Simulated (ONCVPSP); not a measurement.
**Scattering properties, ONCV potential for gallium**

- Element: Ga
- Generator: ONCVPSP 4.0.1
- Type: optimised norm-conserving Vanderbilt (ONCV)
- Functional: PBE
- Relativity: scalar-relativistic
- Frozen core: [Ar]
- Valence charge: 13
- Reference configuration: 3d10 4s1 (charge +2)
- Partial waves: 4s: rc 1.75 bohr, ncon 3, nbas 7, qcut 3.9 1/bohr, 2 projectors, debl 4 Ha; p scattering state at 0.07 Ha: rc 1.75 bohr, ncon 4, nbas 9, qcut 3.8 1/bohr, 2 projectors, debl 1.6 Ha; 3d: rc 0.90 bohr, ncon 3, nbas 7, qcut 21.1 1/bohr, 2 projectors, debl 0.6 Ha
- Local potential: polynomial inside 0.80 bohr (lpopt 4, dvloc0 0 Ha)
- Core correction: Teter function, fcfact 2.75, rcfact 1.5

In the p channel the program set the typed energies aside and used 0.050, 1.650 Ha. In the d channel the program set the typed energies aside and used -1.446, 0.250 Ha.

The phase is arctan(r·R′/R) of the radial function R(r), unwrapped; energies in Ha, scanned from -3 to 5 Ha. A pole is an energy at which the radial function vanishes at the test radius. The pseudo phase is shifted by a multiple of π to meet the all-electron one at the reference energy, and phase errors are pseudo minus all-electron; the curves can meet again beyond the range given. Levels narrower than the energy grid can be missing from the lists of poles.

A narrow feature of the pseudo curve, probably an extra level, lies near -0.60 Ha in the s channel; the grid steps over it, so the window and error are not given (n/a).

Problem. For each channel, where are the poles, and over which energies does the pseudopotential scatter like the atom?

Solution.

```tsv
channel	radius (bohr)	reference energy (Ha)	poles, all-electron	poles, pseudo	unbroken range about the reference energy with phases within 0.05 rad	phase error 1 Ha above the reference energy (rad)
s	1.78	-0.96	1.56	1.56	n/a	n/a
p	1.78	0.05	2.41	2.40, 3.82	below 3.3	-0.000
d	0.92	-1.45	1.04	1.04	the whole range	-0.000
```

Note: ghosts flagged at negative energy: s at -15.9 eV; GHOST(+) flagged for p at 100.4 eV. A true bound ghost makes a file unfit for plane-wave use.

Phases in the d channel:

| E (Ha) | all-electron | pseudo |
| --- | --- | --- |
| -2.98 | -0.167 | -0.167 |
| -2.76 | -0.337 | -0.337 |
| -2.54 | -0.501 | -0.501 |
| -2.32 | -0.654 | -0.654 |
| -2.10 | -0.790 | -0.790 |
| -1.88 | -0.908 | -0.908 |
| -1.66 | -1.010 | -1.010 |
| -1.44 | -1.096 | -1.096 |
| -1.22 | -1.170 | -1.170 |
| -1.00 | -1.234 | -1.234 |
| -0.78 | -1.289 | -1.289 |
| -0.56 | -1.338 | -1.338 |
| -0.34 | -1.381 | -1.381 |
| -0.12 | -1.419 | -1.419 |
| 0.10 | -1.453 | -1.453 |
| 0.32 | -1.484 | -1.484 |
| 0.54 | -1.513 | -1.513 |
| 0.76 | -1.539 | -1.539 |
| 0.98 | -1.564 | -1.564 |
| 1.20 | -1.587 | -1.587 |
| 1.42 | -1.609 | -1.609 |
| 1.64 | -1.631 | -1.631 |
| 1.86 | -1.651 | -1.651 |
| 2.08 | -1.671 | -1.671 |
| 2.30 | -1.691 | -1.691 |
| 2.52 | -1.711 | -1.711 |
| 2.74 | -1.730 | -1.730 |
| 2.96 | -1.750 | -1.750 |
| 3.18 | -1.770 | -1.770 |
| 3.40 | -1.790 | -1.790 |
| 3.62 | -1.811 | -1.811 |
| 3.84 | -1.833 | -1.832 |
| 4.06 | -1.855 | -1.855 |
| 4.28 | -1.879 | -1.879 |
| 4.50 | -1.904 | -1.904 |
| 4.72 | -1.931 | -1.930 |
| 4.94 | -1.960 | -1.959 |
